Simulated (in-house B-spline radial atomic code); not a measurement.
# Ionising Te2+ with different functionals

Computed with a radial B-spline atomic code at the basis-set limit: four-component Dirac-Coulomb Hamiltonian, Fermi nucleus of rms radius 4.7423 fm, spin-restricted, spherical fractional occupations for the functionals. The ionisation energy is the difference of two self-consistent energies, [Kr] 4d10 5s2 5p2 → [Kr] 4d10 5s2 5p1, without Breit or QED terms; ε is the level of the shell that loses the electron (mean over j). The electron is taken from both j subshells in proportion to 2j + 1, so the result is a j average, not the step between ground levels.

Hybrids are left out here: with spherical fractional occupations of an open shell their exact exchange keeps a self-interaction that integer-occupation calculations don't have.

| method | rung | ΔSCF (eV) | -ε(5p) (eV) |
| --- | --- | --- | --- |
| LDA VWN5 | LDA | 27.26 | 22.61 |
| relativistic LDA | LDA | 27.25 | 22.60 |
| LDA PW92 | LDA | 27.26 | 22.61 |
| LDA exchange-only | LDA | 25.97 | 21.34 |
| PBE | GGA | 26.93 | 22.33 |
| PBEsol | GGA | 26.99 | 22.38 |
| BLYP | GGA | ? | ? |
| RPBE | GGA | ? | ? |
| PW91 | GGA | 27.02 | 22.41 |
| BP86 | GGA | 27.12 | 22.50 |
| AM05 | GGA | 26.94 | 22.33 |
| OLYP | GGA | 26.69 | 22.12 |

What does BLYP give?

ΔSCF 26.89 eV, and -ε(5p) = 22.24 eV.

What does RPBE give?

ΔSCF 26.82 eV, and -ε(5p) = 22.24 eV.

How do they compare with the NIST value?

NIST lists 27.84 eV ± 0.04 (measured, ground level to ground level). Errors run from -1.87 to -0.58 eV. The correlated functionals all miss on the same side by more than they spread, so the cause is common to them (Breit-QED terms, spin polarisation, the choice among j levels, multiplet and fine-structure energies, or a listed next ion that isn't the cheapest removal here) and closeness doesn't rank the functionals.
